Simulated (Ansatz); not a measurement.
CH$_{9}$NOSi$_{2}$ (`C[SiH2]N[SiH2]O`), charge 0, multiplicity 1.

Question: Give a relaxed structure at PBE0-D4/def2-TZVP (Ansatz 0.2.0). (Best estimate.)

Answer: The calculation gave: 
```xyz
14

C     0.265   -0.290   -2.182
Si   -0.938   -0.478   -0.768
N    -0.166   -0.679    0.771
Si    0.079    0.515    1.981
O     1.148    1.696    1.558
H     0.910   -1.169   -2.271
H    -0.268   -0.168   -3.129
H     0.900    0.586   -2.031
H    -1.773    0.748   -0.652
H    -1.815   -1.653   -1.034
H     0.225   -1.588    0.969
H     0.551   -0.219    3.187
H    -1.167    1.270    2.235
H     2.049    1.429    1.368
```
This is one stationary point; other conformers may exist.
